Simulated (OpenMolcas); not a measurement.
Computed transition rates of Ne4+

```json
{"Program": "OpenMolcas", "Method": "RASSCF", "Basis": "ANO-RCC-VQZP [5s4p3d2f1g]", "Scalar Hamiltonian": "DKH2, point nucleus", "Active space": "2 electrons in 9 orbitals (RAS2 2p; RAS3 3s 3d, at most 1 electron)", "State averaging": "2S+1 = 3 even, 3 roots; 2S+1 = 1 even, 6 roots", "Spin-orbit coupling": "state interaction with AMFI integrals over the reference wave functions, term energies averaged over their components"}
```

Rates come from the transition moments of the reference wave functions (E1 and E2 in the length form). At fixed line strength A goes as λ^-3 for E1 and M1 and as λ^-5 for E2, so a rate at the computed wavelength can be rescaled to the measured one. Measured vacuum wavelengths follow from level energies in NIST levels in Podobedova, Fuhr, Reader and Wiese, J. Phys. Chem. Ref. Data 33, 525 (2004). Branching counts decays inside the model space alone, at computed energies, and the table is only a selection of the E2 and M1 lines, drawn from those between levels with measured partners whose computed energy lies within a factor of 1.5 of the measured one.

```tsv
Upper	Lower	Type	λ computed (nm)	λ measured (nm)	A computed (s-1)	A rescaled (s-1)	Branching %
2s² 2p² ¹S₀	2s² 2p² ¹D₂	E2	209.1	297.4	1.72e+01	2.96e+00	77.1
2s² 2p² ¹S₀	2s² 2p² ³P₁	M1	124.4	157.5	5.09e+00		22.8
2s² 2p² ¹D₂	2s² 2p² ³P₂	M1	314.3	342.7	3.81e-01		73.5
2s² 2p² ¹D₂	2s² 2p² ³P₁	M1	307	334.7	1.36e-01		26.3
2s² 2p² ³P₂	2s² 2p² ³P₁	M1	13070	14330	6.06e-03	4.60e-03	100.0
2s² 2p² ³P₁	2s² 2p² ³P₀	M1	24900	24250	1.17e-03	1.27e-03	100.0
```

Spin-changing lines and M1 lines between different terms are not rescaled, since their strength hangs on the term gaps too.

The largest correction is for 2s² 2p² ¹S₀ → 2s² 2p² ¹D₂ (E2): 1.72e+01 × (209.1 / 297.4)^5 = 2.96e+00 s-1, a factor of 0.17.

The computed rate and branching of 2s² 2p² ³P₁ → 2s² 2p² ³P₀ give the upper level a radiative lifetime of 1.000 / 1.17e-03 s-1 = 8.55e+02 s, counting decays inside the model space alone. The rescaled rate gives about 7.9e+02 s.

No measured rate stands beside these. Rescaling mends the energy factor alone: line strengths can still be far off where a level mixes with configurations outside the active space, and weak or spin-changing lines hang on small mixing coefficients that depend on the term gaps too, so rescaling need not improve them.

With the s shell closed, the reference lacks s² → p² mixing. Measured partners are found by configuration, term and J. A level has none where our copy of the source lacks it or the pairing is in doubt (some pairs that miss far off the trend of their configuration count as doubtful). Only configurations of the active space appear.
